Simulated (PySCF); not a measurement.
## How methods differ on the excitation energy of Ca

Ca [Ar] 4s2 (1S) → Ca [Ar] 4p2 (3P), as a difference of total energies. Computed with PySCF 2.14 in x2c-QZVPPall with one added diffuse shell each of s, p, d, f type (12s8p5d4f, 89 functions), with scalar relativity by spin-free X2C-1e. Correlated levels: valence and next inner shell: [Ne] frozen. The calculations carry no spin-orbit coupling.

| method | excitation energy (eV) | error (eV) |
| --- | --- | --- |
| UHF | 4.180 | -0.594 |
| MP2 (valence and next inner shell) | 4.981 | +0.207 |
| SCS-MP2 (valence and next inner shell) | 5.099 | +0.325 |
| CCSD (valence and next inner shell) | 4.872 | +0.098 |
| CCSD(T) (valence and next inner shell) | 4.881 | +0.107 |

Reference: 4.774 eV (measured; NIST levels, between the centres of gravity of the two terms).

Errors of the correlated levels include the incompleteness of this basis and the frozen core.

The coupled-cluster amplitudes are large for the upper state (T1 above 0.03 or a double amplitude above 0.15), so a single reference is strained.
